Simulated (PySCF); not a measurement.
An unknown is described by computed data only.

Formula: C7H18SSi.

| Property | Result |
| --- | --- |
| 13C NMR | chemical shifts (computed TMS as zero) by class: 40.5 (1 C), 32.2 (1 C), 27.6 (1 C), 15.5 (1 C), 2.3 (3 C) ppm [GIAO KT3/pcSseg-1] |
| Rotational structure | rotational constants A, B, C: 1.761, 0.597, 0.550 GHz [PBE0-D3(BJ)/def2-SVP] |
| Dipole | 1.87 D [KT3/pcSseg-1] |
| 1H NMR | chemical shifts (computed TMS as zero) by class: 2.33 (2 H), 1.46 (2 H), 1.40 (2 H), 0.93 (3 H), 0.24 (9 H) ppm [GIAO KT3/pcSseg-1] |
| NMR, other nuclei | isotropic shieldings of nuclei other than C and H, by class: 346 (1 Si), 612 (1 S) ppm [GIAO KT3/pcSseg-1] |

The electronic properties come from PySCF, for the isolated species, density fitting. Levels stand in brackets. Isolated species at its PBE0-D3(BJ)/def2-SVP geometry (one conformer only). NMR classes are plain means over equivalent atoms (diastereotopic ones count apart unless rotation or inversion swaps them), as if these changed places fast.

Question: Give a SMILES that accounts for the data.

Answer: Numbering: `[CH3:1][CH2:2][CH2:3][CH2:4][S:5][Si:6]([CH3:7])([CH3:8])[CH3:9]`. Its formula, C7H18SSi, gives 0 degrees of unsaturation, so no ring and no π bond. 7 carbons fall into 5 classes; from least to most shielded: chain CH2 carbon [C3] (40.5 ppm), sp3 carbon bound to sulfur [C4] (32.2 ppm), chain CH2 carbon [C2] (27.6 ppm), methyl carbon [C1] (15.5 ppm), Si-methyl carbon [C7/C8/C9] (2.3 ppm, 3 C, up to 7.2 ppm apart in this geometry). Hydrogen classes from least to most shielded: 2 H on an sp3 carbon bound to sulfur, C4 (2.33 ppm, a mean of values up to 0.7 ppm apart in this geometry), 2 H on a chain CH2 carbon, C3 (1.46 ppm), 2 H on a chain CH2 carbon, C2 (1.40 ppm), 3 H on a methyl carbon, C1 (0.93 ppm), 9 H on 3 Si-methyl carbons, C7/C8/C9 (0.24 ppm). The other shieldings belong to: 346 ppm, four-coordinate silicon [Si6]; 612 ppm, sulfur bonded to C and Si [S5]. The optimised geometry has point group C1 and is an asymmetric top. Structure: `CCCCS[Si](C)(C)C` (Me3SiSBu). The assignments are read from this structure; whether some other isomer fits the data as well wasn't checked.

Shape of the structure used: `[CH3:1][CH2:2][CH2:3][CH2:4][S:5][Si:6]([CH3:7])([CH3:8])[CH3:9]`: C1–C2–C3–C4 -66°, C2–C3–C4–S5 -176°, C3–C4–S5–Si6 -72°, C4–S5–Si6–C7 87°.
